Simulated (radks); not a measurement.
Results of a calculation; reference values are marked as such.
Species: Tl+. Configuration: [Hg] (the NIST ground configuration).

Level of theory: scalar-relativistic Kohn-Sham, BLYP, spin-polarised, spherical densities, finite nucleus; Fermi nuclear charge, rms radius 5.4759 fm (a radial shooting solver on a logarithmic mesh with Libxc functionals).

Energy parts (eV):
total: -550800.58
kinetic: 620004.39
electron-nucleus: -1372689.89
Hartree: 212200.48
exchange-correlation: -10315.56

Orbitals (lengths in bohr, moments of r in powers of bohr; <r^-3> diverges for s and p1/2):
orbital  occ.  eigenvalue (eV)   <1/r>       <r^4>  <r^-3>
1s          2        -85595.95   99.39   3.758e-07       -
2s          2        -15247.60   23.33  0.00005451       -
2p          6        -13120.92   20.60  0.00004487   28150
3s          2        -3644.803   8.649    0.001960       -
3p          6        -3032.391   7.850    0.002175    6499
3d         10        -2396.386   7.374    0.001671   795.4
4s          2        -818.7283   3.720     0.04319       -
4p          6        -617.8926   3.349     0.05794    1587
4d         10        -382.0919   3.008     0.07867   171.1
4f         14        -121.1487   2.605      0.1374   34.16
5s          2        -138.0960   1.552       1.073       -
5p          6         -83.2348   1.323       1.972   286.0
5d         10         -22.5751  0.9508       9.155   18.29
6s          2         -16.2937  0.5302       65.97       -

The highest occupied level is 6s at -16.294 eV. Summed over all electrons, <r^2> = 52.25 bohr^2, which gives a Langevin (diamagnetic) susceptibility term of -41.4 x 10^-6 cm^3/mol.
